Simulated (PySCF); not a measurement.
Record of a relaxation.

Species: C₂H₄ClF₃Si.
Atom-mapped SMILES: `[F:1][CH:2]([F:3])[C@@H:4]([F:5])[SiH2:6][Cl:7]` (hydrogens: H8 on C2; H9 on C4; H10, H11 on Si6)

Method: PySCF 2.14.0, PBE0-D3(BJ)/def2-SVP geometry optimisation, gas phase; density fitting, grid level 1; the optimiser is geomeTRIC in internal coordinates, started from a GFN2-xTB structure with every atom displaced at random (about 0.01 Å). The frame can shift and turn from step to step; on so coarse a grid that alone can change the energy by a few meV, and forces under 0.02 eV/Å are noise.

Step 0: E = -30659.1240 eV, largest atomic force 1.775 eV/Å
```
atom  x, y, z in Å  |  force x, y, z in eV/Å
F1     -0.834   -0.073   -1.662   -0.119  -0.072   0.068
C2     -1.353   -0.091   -0.406    1.008   1.212  -0.150
F3     -1.962    1.112   -0.220    0.328  -0.355   0.088
C4     -0.214   -0.285    0.623   -1.716  -0.232   0.389
F5     -0.172   -1.643    0.908    0.399   0.099  -0.174
Si6     1.478    0.385    0.043   -0.919  -0.028   1.115
Cl7     2.302   -0.930   -1.212    0.604  -0.783  -0.831
H8     -2.103   -0.864   -0.371   -0.480  -0.730   0.258
H9     -0.582    0.203    1.570    0.428   0.032  -0.615
H10     1.221    1.669   -0.567    0.029   0.772  -0.389
H11     2.258    0.490    1.279    0.436   0.086   0.240
```

Step 1: E = -30659.2722 eV, largest atomic force 0.431 eV/Å
```
atom  x, y, z in Å  |  force x, y, z in eV/Å
F1     -1.177    0.028   -1.541    0.066   0.008  -0.172
C2     -1.435   -0.050   -0.222   -0.064  -0.353   0.239
F3     -1.910    1.145    0.178   -0.034   0.171  -0.060
C4     -0.181   -0.354    0.580    0.157  -0.075  -0.014
F5     -0.017   -1.718    0.710   -0.091   0.078  -0.061
Si6     1.448    0.389   -0.104    0.131  -0.144  -0.126
Cl7     2.257   -0.913   -1.492   -0.145   0.144   0.066
H8     -2.208   -0.833   -0.068    0.150   0.147   0.030
H9     -0.329    0.073    1.585   -0.144   0.008   0.094
H10     1.213    1.728   -0.701   -0.009   0.002  -0.012
H11     2.403    0.472    1.032   -0.018   0.015   0.015
```

Step 2: E = -30659.2890 eV, largest atomic force 0.124 eV/Å
```
atom  x, y, z in Å  |  force x, y, z in eV/Å
F1     -1.135   -0.013   -1.539   -0.001  -0.048  -0.086
C2     -1.417   -0.050   -0.220    0.001  -0.032   0.022
F3     -1.880    1.168    0.130    0.003   0.014  -0.017
C4     -0.181   -0.354    0.599    0.077   0.023   0.094
F5     -0.038   -1.719    0.723   -0.001   0.013  -0.014
Si6     1.445    0.384   -0.099    0.059  -0.059  -0.078
Cl7     2.197   -0.894   -1.532   -0.061   0.066   0.054
H8     -2.198   -0.815   -0.053   -0.013   0.056   0.021
H9     -0.348    0.075    1.604   -0.063  -0.032  -0.004
H10     1.200    1.729   -0.679   -0.006   0.005   0.015
H11     2.418    0.455    1.023    0.005  -0.007  -0.008
```

Step 3: E = -30659.2971 eV, largest atomic force 0.130 eV/Å
```
atom  x, y, z in Å  |  force x, y, z in eV/Å
F1     -1.110   -0.084   -1.545   -0.018  -0.038   0.090
C2     -1.402   -0.050   -0.224    0.008   0.072  -0.108
F3     -1.839    1.195    0.064    0.043  -0.029  -0.001
C4     -0.179   -0.351    0.618   -0.029   0.068  -0.002
F5     -0.052   -1.716    0.744    0.051  -0.025   0.010
Si6     1.445    0.380   -0.091   -0.022   0.025   0.004
Cl7     2.136   -0.869   -1.569    0.035  -0.025  -0.001
H8     -2.204   -0.782   -0.031   -0.069  -0.020   0.029
H9     -0.367    0.081    1.620   -0.015  -0.016  -0.032
H10     1.193    1.737   -0.641   -0.001   0.010   0.024
H11     2.442    0.427    1.012    0.015  -0.021  -0.014
```

Step 4: E = -30659.3015 eV, largest atomic force 0.127 eV/Å
```
atom  x, y, z in Å  |  force x, y, z in eV/Å
F1     -1.115   -0.137   -1.545   -0.039  -0.026   0.088
C2     -1.402   -0.052   -0.226    0.044   0.043  -0.112
F3     -1.809    1.211    0.023    0.022  -0.015  -0.002
C4     -0.181   -0.347    0.621   -0.047   0.045  -0.030
F5     -0.054   -1.712    0.754    0.049  -0.019   0.012
Si6     1.446    0.378   -0.089   -0.052   0.046   0.049
Cl7     2.126   -0.856   -1.582    0.047  -0.046  -0.030
H8     -2.220   -0.759   -0.005   -0.053  -0.009   0.027
H9     -0.377    0.089    1.618    0.017  -0.003  -0.007
H10     1.197    1.744   -0.619    0.004   0.003   0.012
H11     2.451    0.407    1.007    0.009  -0.019  -0.006
```

Step 5: E = -30659.3087 eV, largest atomic force 0.164 eV/Å
```
atom  x, y, z in Å  |  force x, y, z in eV/Å
F1     -1.175   -0.320   -1.532    0.010   0.028   0.048
C2     -1.410   -0.055   -0.230    0.022  -0.070  -0.047
F3     -1.714    1.255   -0.120    0.004   0.016   0.011
C4     -0.185   -0.333    0.619   -0.055  -0.021  -0.092
F5     -0.054   -1.694    0.787   -0.007   0.012   0.002
Si6     1.453    0.373   -0.088   -0.064   0.074   0.131
Cl7     2.119   -0.822   -1.618    0.020  -0.054  -0.080
H8     -2.273   -0.665    0.093    0.003   0.010   0.020
H9     -0.389    0.126    1.604    0.067   0.028   0.022
H10     1.224    1.764   -0.558    0.016  -0.017  -0.030
H11     2.467    0.338    0.999   -0.017  -0.006   0.014
```

Step 6: E = -30659.3099 eV, largest atomic force 0.072 eV/Å
```
atom  x, y, z in Å  |  force x, y, z in eV/Å
F1     -1.172   -0.290   -1.534   -0.016   0.009   0.019
C2     -1.411   -0.053   -0.228    0.028  -0.039  -0.005
F3     -1.725    1.253   -0.094   -0.012   0.031  -0.005
C4     -0.185   -0.334    0.615   -0.022  -0.025  -0.031
F5     -0.056   -1.696    0.780   -0.001   0.004   0.001
Si6     1.451    0.371   -0.089   -0.025   0.035   0.059
Cl7     2.123   -0.834   -1.612    0.012  -0.028  -0.037
H8     -2.270   -0.675    0.085    0.006   0.012  -0.002
H9     -0.378    0.124    1.603    0.028   0.014   0.013
H10     1.228    1.758   -0.573    0.009  -0.009  -0.018
H11     2.458    0.343    1.005   -0.008  -0.005   0.007
```

Step 7: E = -30659.3102 eV, largest atomic force under 0.02 eV/Å
```
atom  x, y, z in Å  |  force x, y, z in eV/Å
F1     -1.185   -0.285   -1.532   -0.002  -0.007  -0.015
C2     -1.415   -0.046   -0.225   -0.001  -0.006   0.018
F3     -1.721    1.262   -0.091   -0.003   0.018   0.003
C4     -0.186   -0.333    0.611    0.004  -0.012   0.006
F5     -0.062   -1.695    0.779   -0.007   0.008  -0.005
Si6     1.453    0.364   -0.092    0.008  -0.003  -0.005
Cl7     2.124   -0.849   -1.612   -0.004  -0.002   0.002
H8     -2.275   -0.662    0.094    0.005   0.008  -0.002
H9     -0.366    0.130    1.599   -0.003   0.001   0.004
H10     1.243    1.750   -0.585    0.002  -0.004  -0.008
H11     2.453    0.331    1.009    0.000  -0.001   0.001
```

Problem. Summarise the path.

Solution. The energy falls by 0.1862 eV from step 0 to step 7; nine tenths of that is first reached at step 3. It falls at every step. The largest force goes from 1.775 to under 0.02 eV/Å. Among the bonds Si6–Cl7 changes most, from 1.996 to 2.057 Å; the atoms move by 0.171 Å rms after alignment.

The cost below is that of the whole optimisation. Time: 53 s of wall time; peak memory 0.54 GiB. Hardware: Arm Neoverse V1, one thread, on a shared host.
